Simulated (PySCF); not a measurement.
H4N2OSW, SMILES [NH2][W]([NH2])(=[O])=[S], multiplicity 1. Geometry optimised at PBE-D3(BJ)/def2-SVP. The spin state was assumed, not searched. The structure was generated by enumeration; whether it is a known compound was not checked. The def2 effective core potentials stand for the cores of W; spin–orbit coupling is left out. The values are those of a single conformer.

Calculation: PySCF with PBE-D3(BJ)/def2-SVP.

Harmonic wavenumbers (cm⁻¹): 151, 180, 185, 208, 232, 298, 339, 397, 426, 517, 618, 635, 679, 688, 968, 1451, 1453, 3472, 3476, 3575, 3575. Rotational constants (GHz): 3.153, 2.127, 1.946; symmetry number 1.

Task: Work out the zero-point energy and the ideal-gas rigid-rotor harmonic-oscillator thermochemistry at 298.15 K and 1 atm.

Result: ZPE = ½ Σ hcν = ½ × 23524 cm⁻¹ = 140.71 kJ/mol. H − E(el) = 163.93 kJ/mol. Entropy in J/(mol K): translation 178.28, rotation 115.48, vibration 74.88, total 368.65. G − E(el) = 54.02 kJ/mol. Cp = 120.66 J/(mol K).
